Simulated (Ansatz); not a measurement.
System: C2H7B, charge 0, singlet. C2H7B (ethylborane, SMILES BCC).
B3LYP-D3(BJ)/def2-TZVP minimum from Ansatz (a quantum-chemistry and plane-wave program):
```xyz
10

B     -0.7392     1.0065     0.7494
H     -1.0347     1.2657     1.8774
H     -1.1526     1.7123    -0.1226
C      0.2122    -0.1822     0.4508
C      0.3703    -0.6365    -1.0022
H     -0.0090    -1.0287     1.1119
H      1.1816     0.1838     0.8390
H      0.6479     0.2000    -1.6465
H     -0.5664    -1.0442    -1.3879
H      1.1338    -1.4097    -1.1101
```

Property: atomisation energy (electronic, to ground-state atoms), in kcal/mol. UHF or UKS for unpaired electrons; spin-orbit terms are left out. CBS(X,Y): correlation extrapolated as X^-3, Hartree-Fock from the larger set. A bracket is a step between two methods taken in the basis named. Functionals run without relativity, which enters their misses. Double hybrids freeze cores in their MP2 part. '+ core + X2C': CCSD(T) terms for core correlation (cc-pwCVTZ) and scalar relativity (cc-pVTZ-DK). Where a partner has so few electrons that a lower coupled-cluster level is exact, that level stands in.

CCSD(T)/CBS(cc-pVTZ,cc-pVQZ) + [CCSDT(Q) - CCSD(T)]/cc-pVDZ + core + X2C (Ansatz) gives 881.8 kcal/mol.

Problem. What does PBE/def2-TZVPD (Ansatz) give here, and how do the other levels compare?

Solution. PBE gives 887.3 kcal/mol, 5.5 kcal/mol above it. Differences of the others: r2SCAN/def2-TZVPD (Ansatz) 0.8; B3LYP/def2-TZVPD (Ansatz) -2.1; PBE0/def2-TZVPD (Ansatz) 0.3; wB97M-V/def2-TZVPD (Ansatz) 1.4; B2PLYP/def2-TZVPD (Ansatz) -9.6; CCSD(T)/CBS(cc-pVTZ,cc-pVQZ) + core + X2C (Ansatz) -0.2 kcal/mol. Nearer than PBE: r2SCAN/def2-TZVPD, B3LYP/def2-TZVPD, PBE0/def2-TZVPD, wB97M-V/def2-TZVPD, CCSD(T)/CBS(cc-pVTZ,cc-pVQZ) + core + X2C.
